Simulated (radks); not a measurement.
Species: neutral arsenic. Configuration: [Ar] 3d10 4s2 4p3. All-electron calculation, scalar-relativistic Kohn-Sham, PBE, spin-unpolarised, spherical densities, finite nucleus; Fermi nuclear charge, rms radius 4.0968 fm. Program: a radial shooting solver on a logarithmic mesh with Libxc functionals.

Normalised radial functions P(r) = r R(r), r in bohr:

r	3d	4p
0.006927	0.0002	0.0045
0.009092	0.0004	0.0073
0.01203	0.0008	0.0120
0.01579	0.0018	0.0191
0.02089	0.0039	0.0304
0.02742	0.0082	0.0466
0.03599	0.0168	0.0690
0.04763	0.0343	0.0986
0.06251	0.0667	0.1308
0.08271	0.1268	0.1597
0.1086	0.2250	0.1693
0.1425	0.3752	0.1419
0.1886	0.5875	0.0598
0.2475	0.8290	-0.0675
0.3249	1.0539	-0.2029
0.4298	1.1914	-0.2795
0.5642	1.1718	-0.2290
0.7465	0.9935	-0.0370
0.9798	0.7271	0.2297
1.286	0.4513	0.4839
1.702	0.2267	0.6446
2.234	0.0915	0.6552
2.932	0.0273	0.5362
3.879	0.0052	0.3500
5.092	0.0006	0.1846
6.737	0.0000	0.0722
8.843	0.0000	0.0203

3d: eigenvalue -40.646 eV, 0 radial nodes, <r> = 0.678 bohr, 90 % of the charge inside 1.14 bohr. 4p: eigenvalue -5.195 eV, 2 radial nodes at r = 0.216, 0.778 bohr, <r> = 2.55 bohr, 90 % of the charge inside 4.01 bohr.
